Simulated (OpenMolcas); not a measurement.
A run on Ti2+ with its 8 nearest fluoride ions at 2.272 Å, on the Ca site of CaF2 (a = 5.46294 Å, distance in the model lattice 2.366 Å). The rest of the host is ab initio model potentials to 7.6 Å and point charges beyond; the distance is set by hand and nothing relaxes. Ligand basis ANO-RCC-VDZP.

```json
{
  "Program": "OpenMolcas",
  "Method": "CASSCF",
  "Basis": "ANO-RCC-VDZP [5s4p2d1f]",
  "Scalar Hamiltonian": "DKH2, point nucleus",
  "Active space": "2 electrons in 5 orbitals (3d)",
  "State averaging": "2S+1 = 3 even, 10 roots; 2S+1 = 1 even, 15 roots",
  "Spin-orbit coupling": "RASSI with atomic mean-field integrals over the reference wave functions"
}
```

146 basis functions. Blocks (2S+1, parity, CSFs, roots kept): 3, even, 10, 10; 1, even, 15, 15.

**Question.** How long do the RASSCF and RASSI steps take on 1 thread of Arm Neoverse V1, on a shared host?

**Answer.** About 19 s of wall time, without the integral step.
